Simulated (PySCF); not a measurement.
# What a mistake does to a calculation on AlBH3NO

All numbers below are calculated, not measured. They come from PySCF 2.14.0, an open-source quantum chemistry program, on an isolated molecule that a program drew, which may never have been made. The molecule is AlBH3NO (charge 0, singlet), drawn as the SMILES string `N=[B][AlH][OH]`.

Each row is a Hartree-Fock (HF) and frozen-core CCSD(T) single point in the cc-pV(D+d)Z basis, meant for a local HF minimum. Run 1 is clean. Each other run has one planted mistake out of seven kinds, and not every kind appears here: one electron removed, one electron added, multiplicity raised by two, geometry at a saddle point, minimal basis STO-3G, one bond length entered in bohr, all coordinates scaled. The reference is restricted for singlets and unrestricted otherwise, and also for a bond in bohr. Adding or removing an electron swaps singlet and doublet. Electrons count all cores. HOMO and LUMO are orbital energies over both spins, the gradient is its largest component, and the lowest frequency (negative if imaginary) is given only where the gradient is small. Bond lengths are over the 6 bonds as drawn. T1 is the CCSD diagnostic: over 0.02 (restricted) or 0.045 (unrestricted) a single reference is doubtful.

Geometry of the clean run:
```xyz
7
AlBH3NO, angstrom
N    -2.7677    2.1936    0.7388
B    -1.8912    1.3282    0.7228
Al   -0.3943   -0.1532    0.7464
O     0.1964   -0.6558   -0.7524
H    -3.4688    2.8867    0.7356
H     0.1744   -0.7876    2.0725
H     0.8581   -1.2995   -0.9425
```

| run | electrons | basis functions | <S^2> | HOMO (eV) | LUMO (eV) | gradient (hartree/bohr) | lowest frequency (cm^-1) | mean bond (Å) | longest bond (Å) | T1 | HF (hartree) | CCSD(T) (hartree) | mistake |
|---|---|---|---|---|---|---|---|---|---|---|---|---|---|
| 1 | 36 | 80 | 0.000 | -11.22 | 1.40 | 1.1e-05 | 139 | 1.4217 | 2.106 | 0.0176 | -397.73460 | -398.26837 | no fault |
| 2 | 36 | 80 | 2.072 | -6.04 | -2.22 | 2.6e-02 | - | 1.4217 | 2.106 | 0.0517 | -397.54118 | -398.06762 | multiplicity raised by two |
| 3 | 35 | 80 | 1.052 | -16.75 | -8.97 | 5.3e-02 | - | 1.4217 | 2.106 | 0.0621 | -397.35159 | -397.87610 | one electron removed |
| 4 | 36 | 80 | 0.000 | -11.02 | 1.27 | 2.8e-02 | - | 1.4572 | 2.159 | 0.0188 | -397.72984 | -398.26906 | ? |

**Which mistake was planted in run 4, and what did it cost?**

The mean and the longest bond both change by the same factor, 1.025, and the gradient is no longer small. So the mistake is: all coordinates scaled. Subtracting run 1 and multiplying by 627.51 kcal/mol a hartree, the energy moved by 3.0 kcal/mol in HF and -0.4 kcal/mol in CCSD(T).

Cautions from the logs. Run 2: T1 is over the limit, so its CCSD(T) energy is less reliable; run 3: T1 is over the limit, so its CCSD(T) energy is less reliable.
